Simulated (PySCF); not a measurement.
A made-up structure of TiOF₂, singlet:

```
atom    x (Å)    y (Å)    z (Å)
  O1   0.7309  -1.4848  -0.5061
 Ti2  -0.1141   0.0304  -0.0733
  F3   0.0958   0.5384   1.4208
  F4  -0.8984   1.1889  -1.1866
```

It is relaxed with PBE-D4/def2-SVP and then PBE0-D4/def2-TZVP (PySCF 2.14 with density fitting (its default auxiliary sets; JK sets also for MP2 and CCSD(T))). Atoms count as bonded within 1.22 times the sum of their covalent radii (H–H: 0.88 Å). The end point is not checked to be a true minimum.

(1) Does its bonding change? (A judgement: the text doesn't fix the answer.)

Answers

(1) Computed: No: no bond forms or breaks.

Where it ends: The first stage lowers the energy by 1.27 eV in 17 steps. It ends as TiOF₂ ([O][Ti]([F])[F]):
| atom | x (Å) | y (Å) | z (Å) |
| --- | --- | --- | --- |
| O1 | 0.4996 | -1.1878 | -0.5779 |
| Ti2 | -0.1595 | 0.1082 | 0.0701 |
| F3 | 0.1934 | 0.3794 | 1.8021 |
| F4 | -0.9293 | 1.2457 | -1.0747 |

Labels in which every atom is bracketed show which atoms are joined, not bond orders.

For scale, one of the runs: PBE0-D4/def2-TZVP relaxation, 138 basis functions, launched by `OMP_NUM_THREADS=2 python run.py`. Time: 110 s of wall clock on 2 CPU threads of an AMD EPYC 9B14; the host was shared. Peak host memory: 1.3 GiB.
